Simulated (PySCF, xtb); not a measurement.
C2H5Te, SMILES [CH2][Te]C (connectivity only; charge and spin as stated), charge +1, multiplicity 1.

Geometry: B3LYP-D3(BJ)/def2-SVP. The multiplicity is an assumed one; other spin states were not compared. The isomer is the one that the SMILES or the coordinates give; other isomers of the formula were not compared. The def2 effective core potentials stand for the cores of Te; spin–orbit coupling is left out.

Computed with IEF-PCM-ωB97X/def2-SVP run with PySCF 2.14.0.

The values are the electrostatic part of the solvation free energy, E(continuum) − E(gas) at the gas-phase geometry, in a cavity of scaled van der Waals radii (PySCF's table); cavitation and dispersion terms are not included. In vacuum the orbital gap is 9.11 eV.

Computed values in water (ε = 78.36), diethylether (ε = 4.24), cyclohexanone (ε = 15.62):
```json
[
 {"solvent": "water", "ε": "78.36", "ΔG(elec) (kcal/mol)": "-58.0", "gap (eV)": "9.11"},
 {"solvent": "diethylether", "ε": "4.24", "ΔG(elec) (kcal/mol)": "-44.8", "gap (eV)": "9.11"},
 {"solvent": "cyclohexanone", "ε": "15.62", "ΔG(elec) (kcal/mol)": "-55.0", "gap (eV)": "9.11"}
]
```

For comparison, GFN2-xTB/ALPB(water) (xtb, at the GFN2-xTB geometry, all terms of that model) gives -58.7 kcal/mol.
